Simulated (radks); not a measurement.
Ionisation of neutral barium, [Xe] 6s2, to [Xe] 6s1 as the strength of local exchange is varied. Method: Dirac Kohn-Sham, Slater X-alpha exchange (alpha = 2/3 is LDA exchange), no correlation, spin-unpolarised, spherical densities, finite nucleus; Fermi nuclear charge, rms radius 4.8378 fm; computed with a radial shooting solver on a logarithmic mesh with Libxc functionals.

alpha  E(Ba) (hartree)  exchange (hartree)  IE (eV)  -e of the level emptied (eV)  <r> of it (bohr)
0.622       -8114.8696           -173.6776    4.532                 2.406 (6s1/2)             4.958
0.667       -8127.4438           -186.5126    4.730                 2.582 (6s1/2)             4.880
0.711       -8139.7562           -199.0975    4.927                 2.758 (6s1/2)             4.808
0.846       -8177.6414           -237.9270    5.555                 3.327 (6s1/2)             4.601
1.006       -8222.7543           -284.3701    6.344                 4.055 (6s1/2)             4.384
1.019       -8226.4298           -288.1638    6.410                 4.117 (6s1/2)             4.368
1.035       -8230.9556           -292.8370    6.492                 4.193 (6s1/2)             4.348

NIST Atomic Spectra Database: 5.212 eV (measured). The Delta-SCF value meets it near alpha = 0.77. Spin polarisation and multiplet splitting are left out, so open shells lie too high by an amount that depends on their filling.

Beside tabulated values, note that spin-unpolarised runs miss the spin-polarisation part of the exchange energy of open shells.
